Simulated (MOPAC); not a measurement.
Input for MOPAC: PM3 on LiC-, 2S+1 = 5, a spin state set in the input, which need not be the lowest, a point of a bond scan (R = 2.175 Å). Charge -1.

```
PM3 1SCF PRECISE CHARGE=-1 UHF MS=2 THREADS=1
CLi

Li     0.00000000 1     0.00000000 1     0.00000000 1
C      0.00000000 1     0.00000000 1     2.17502200 1
```

The log:

```
*******************************************************************************
 **                                                                           **
 **                              MOPAC v23.2.5                                **
 **                                                                           **
 *******************************************************************************
 ** MOPAC's Digital Object Identifier: https://doi.org/10.5281/zenodo.6511958 **
 **                                                                           **
 ** Please cite the open-source release paper for use of this MOPAC version:  **
 ** J. E. Moussa and J. J. P. Stewart (2026)                                  **
 ** MOPAC: An open-source semiempirical molecular orbital program             **
 ** J. Open Source Softw., 11(119), 8025, https://doi.org/10.21105/joss.08025 **
 *******************************************************************************

                              PM3 CALCULATION RESULTS

 *******************************************************************************
 *  PM3        - The PM3 Hamiltonian to be used
 *  UHF        - UNRESTRICTED HARTREE-FOCK CALCULATION
 *
 *
 *
 *                 CHARGE ON SYSTEM = -1
 *
 *
 *
 *  MS=        - IN MECI, MAGNETIC COMPONENT OF SPIN =  2.0
 *  PRECISE    - TIGHTER CRITERIA TO BE USED
 *  1SCF       - DO 1 SCF AND THEN STOP
 *  THREADS=1  - MULTI-THREADING NOT USED
 *  T=         - A TIME OF 172800.0 SECONDS REQUESTED
 *  DUMP=N     - RESTART FILE WRITTEN EVERY 7200.0 SECONDS REQUESTED
 *******************************************************************************
PM3 1SCF PRECISE CHARGE=-1 UHF MS=2 THREADS=1
 CLi

   ATOM   CHEMICAL          X               Y               Z
  NUMBER   SYMBOL      (ANGSTROMS)     (ANGSTROMS)     (ANGSTROMS)

     1      Li          0.00000000  *   0.00000000  *   0.00000000  *
     2       C          0.00000000  *   0.00000000  *   2.17502200  *



          CARTESIAN COORDINATES

    NO.       ATOM           X           Y           Z

     1        Li          0.0000      0.0000      0.0000
     2         C          0.0000      0.0000      2.1750

 Li: (PM3): E. ANDERS, R. KOCH, P. FREUNSCHT, J. COMP. CHEM 14 1301-1312  1993
  C: (PM3): J. J. P. STEWART, J. COMP. CHEM. 10, 209 (1989).

           Empirical Formula: C Li  =     2 atoms



      MOLECULAR POINT GROUP   :   C*v


          UHF CALCULATION, NO. OF ALPHA ELECTRONS =    5
                           NO. OF BETA  ELECTRONS =    1

 -------------------------------------------------------------------------------
 PM3 1SCF PRECISE CHARGE=-1 UHF MS=2 THREADS=1
 CLi



     1SCF WAS SPECIFIED, SO BFGS WAS NOT USED
     SCF FIELD WAS ACHIEVED


                              PM3 CALCULATION
                                                       MOPAC v23.2.5 Linux




          FINAL HEAT OF FORMATION =        102.69233 KCAL/MOL =     429.66469 KJ/MOL


          COSMO AREA              =         81.20 SQUARE ANGSTROMS
          COSMO VOLUME            =         64.05 CUBIC ANGSTROMS

          IONIZATION POTENTIAL    =          1.351607 EV
          ALPHA SOMO LUMO (EV)    =         -1.352  3.780
          BETA  SOMO LUMO (EV)    =         -9.214  2.873
          NO. OF ALPHA ELECTRONS  =          5
          NO. OF BETA  ELECTRONS  =          1
          MOLECULAR WEIGHT        =         18.9510         POINT GROUP:  C*v

          MOLECULAR DIMENSIONS (Angstroms)

            Atom       Atom       Distance
            C     2   Li     1     2.17502
            C     2   Li     1     0.00000
           Li     1    C     2     0.00000


          SCF CALCULATIONS        =          1





   ATOM   CHEMICAL          X               Y               Z
  NUMBER   SYMBOL      (ANGSTROMS)     (ANGSTROMS)     (ANGSTROMS)

     1      Li          0.00000000  *   0.00000000  *   0.00000000  *
     2       C          0.00000000  *   0.00000000  *   2.17502200  *

                             CARTESIAN COORDINATES

   1   Li        0.000000000     0.000000000     0.000000000
   2    C        0.000000000     0.000000000     2.175022000


           Empirical Formula: C Li  =     2 atoms



      MOLECULAR POINT GROUP   :   C*v


          ALPHA EIGENVALUES
 -15.57709  -4.25660  -4.02290  -4.02290  -1.35161   3.77999   3.77999   5.44649


           BETA EIGENVALUES
  -9.21441   2.87323   3.71782   3.71782   5.67430   8.65311   8.65311   8.84859


              NET ATOMIC CHARGES AND DIPOLE CONTRIBUTIONS

  ATOM NO.   TYPE          CHARGE      No. of ELECS.   s-Pop       p-Pop
    1         Li          -0.503641        1.5036     0.97778     0.52586
    2          C          -0.496359        4.4964     1.72826     2.76810
 DIPOLE           X         Y         Z       TOTAL
 POINT-CHG.     0.000     0.000     1.436     1.436
 HYBRID        -0.000    -0.000     1.597     1.597
 SUM           -0.000    -0.000     3.032     3.032


          ATOMIC ORBITAL ELECTRON POPULATIONS

     Atom    s        px        py        pz
    1 Li   0.97778   0.05132   0.05132   0.42322
    2  C   1.72826   0.94868   0.94868   0.87074


                    (SZ)    =    2.000000
                    (S**2)  =    6.012776


          ATOMIC ORBITAL SPIN POPULATIONS

    Atom   Total    s     px     py     pz
         Atomic
    1 Li  1.1108  0.830  0.051  0.051  0.178
    2  C  2.8892  0.134  0.949  0.949  0.857

 **********************
 *                    *
 * JOB ENDED NORMALLY *
 *                    *
 **********************




 == MOPAC DONE ==
```

The run finished.

Cost: very roughly 0.020 core-seconds.
